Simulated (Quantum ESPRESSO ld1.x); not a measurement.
Problem. These are the eigenvalues of the occupied orbitals of an atom or ion with whole-number occupations (eV). Calculated with ld1.x of Quantum ESPRESSO 7.5: Dirac Kohn-Sham, LDA (Slater exchange, Perdew-Zunger correlation), spin-unpolarised, spherical densities, point nucleus.

1s1/2: -83001.6
2s1/2: -14715.6
2p1/2: -14121.8
2p3/2: -12175.7
3s1/2: -3506.01
3p1/2: -3238.38
3p3/2: -2807.43
3d3/2: -2363.58
3d5/2: -2271.19
4s1/2: -785.174
4p1/2: -670.540
4p3/2: -566.225
4d3/2: -378.701
4d5/2: -359.256
5s1/2: -137.545
4f5/2: -117.649
4f7/2: -113.452
5p1/2: -99.5896
5p3/2: -81.1218
5d3/2: -30.2433
5d5/2: -28.3070

Which element is it, and in what charge state? The configuration may be excited. Open shells, if any, fill j = l - 1/2 first.

Solution. Z = 80, mercury, charge +2: Hg2+ in [Xe] 4f14 5d10. The list shows which subshells hold electrons but not how many an open one holds; the 1s level, -3050.3 hartree, gives Z - s = 78.1 by -(Z - s)^2/2, which with screening and relativity narrows Z to a few neighbours, and the depths of the outer levels then fix element, charge and occupations together.
